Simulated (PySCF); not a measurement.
A species of formula C6H12Ge has this rotational fingerprint, computed with PBE0-D3(BJ)/def2-SVP geometry optimisation, gas phase in PySCF:

| Property | Result |
| --- | --- |
| Rotational constants | A = 4138, B = 542.0, C = 539.8 MHz |
| Dipole components | \|μa\| = 1.07 D, \|μb\| = 0.15 D, \|μc\| = 0.01 D |
| Inertial defect | -118.28 u·Å² |
| κ | -1.00 |

Task: Which structure is it? (One computed conformer of each.)
A. `[CH2:1]=[CH:2][Ge@@H:3]1[CH2:4][CH2:5][C@@H:6]1[CH3:7]` with C1–C2–Ge3–C4 -141°, C2–Ge3–C4–C5 -91°, Ge3–C4–C5–C6 -24°, C4–C5–C6–C7 150°, C2–Ge3–C6–C5 92°
B. `[CH3][Ge]([CH]=C)([CH]=C)[CH3]` (Ge(vinyl)2Me2)
C. `[CH2:1]=[CH:2][Ge@@H:3]1[CH2:4][CH2:5][C@H:6]1[CH3:7]` with C1–C2–Ge3–C4 -138°, C2–Ge3–C4–C5 -135°, Ge3–C4–C5–C6 23°, C4–C5–C6–C7 -151°, C2–Ge3–C6–C5 135°
D. `[CH2:1]=[C:2]([CH2:3][GeH3:4])[CH:5]1[CH2:6][CH2:7]1` with C1–C2–C3–Ge4 -113°, C1–C2–C5–C6 83°
E. `[CH3:1][CH:2]([CH3:3])[CH2:4][C:5]#[C:6][GeH3:7]` with C1–C2–C4–C5 63°
F. `[CH2:1]=[C:2]([CH3:3])[C@@H:4]1[CH2:5][C@H:6]1[GeH3:7]` with C1–C2–C4–C5 32°

Result: E. It is CC(C)CC#[C][GeH3]. The candidates at the same level (rigid rotor, commonest isotopes):

```
                        SMILES  A (MHz)  B (MHz)  C (MHz)  μa (D)  μb (D)  μc (D)  Δ (u·Å²)  point group                        rotor
   C=[CH][Ge@@H]1[CH2]C[C@H]1C     3363     1279     1034    0.31    0.13    0.43    -56.59           C1               asymmetric top
    C=C(C)[C@@H]1C[C@H]1[GeH3]     4017    742.1    697.1    0.40    0.11    0.29    -81.85           C1  near-prolate asymmetric top
             CC(C)CC#[C][GeH3]     4138    542.0    539.8    1.07    0.15    0.01   -118.28            –                            –
C=[CH][Ge]([CH3])([CH3])[CH]=C     1991     1667     1324    0.17    0.02    0.00   -175.06      near C2               asymmetric top
  C=[CH][Ge@@H]1[CH2]C[C@@H]1C     2727     1439     1152    0.06    0.20    0.17    -97.66           C1               asymmetric top
         C=C([CH2][GeH3])C1CC1     3041     1003    827.8    0.28    0.14    0.47    -59.70           C1               asymmetric top
```

`C=[CH][Ge@@H]1[CH2]C[C@H]1C` has B 136 % too high; `C=[CH][Ge]([CH3])([CH3])[CH]=C` has B 208 % too high; `C=[CH][Ge@@H]1[CH2]C[C@@H]1C` has B 166 % too high; `C=C([CH2][GeH3])C1CC1` has B 85 % too high; `C=C(C)[C@@H]1C[C@H]1[GeH3]` has B 37 % too high. No structure here is proved a minimum.
